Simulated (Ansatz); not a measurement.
Start from `O[SiH2][SiH2]F` and change one atom or group to get `O[SiH2][SiH2]CCl`.

Ansatz, PBE0-D4/def2-TZVP geometries, multiplicity 1. Each molecule was computed in one conformer, which needn't be the lowest.

```
                               property  `O[SiH2][SiH2]F`
HOMO–LUMO gap (ωB97M-V/def2-TZVPP) / eV             10.96
      LUMO energy (PBE/def2-TZVPP) / eV             -1.88
    LUMO energy (B3LYP/def2-TZVPP) / eV             -1.21
  HOMO energy (ωB97M-V/def2-TZVPP) / eV            -10.25
    HOMO energy (B3LYP/def2-TZVPP) / eV             -8.00
      HOMO energy (PBE/def2-TZVPP) / eV             -6.96
```

(1) Give the same properties after the change, and the shifts. (Best estimate.)

## Answers

(1) Computed: 
| property | `O[SiH2][SiH2]CCl` | shift |
| --- | --- | --- |
| HOMO–LUMO gap (ωB97M-V/def2-TZVPP) / eV | 10.84 | -0.12 |
| LUMO energy (PBE/def2-TZVPP) / eV | -1.51 | 0.37 |
| LUMO energy (B3LYP/def2-TZVPP) / eV | -0.88 | 0.33 |
| HOMO energy (ωB97M-V/def2-TZVPP) / eV | -9.86 | 0.39 |
| HOMO energy (B3LYP/def2-TZVPP) / eV | -7.57 | 0.43 |
| HOMO energy (PBE/def2-TZVPP) / eV | -6.51 | 0.45 |

With PBE0 the HOMO rises by 0.42 eV and the LUMO rises by 0.33 eV, so the gap narrows by about 0.09 eV. PBE moves the HOMO by 0.45 eV and ωB97M-V by 0.39 eV.

B3LYP here is the variant with VWN-RPA as its local correlation; programs differ in this.
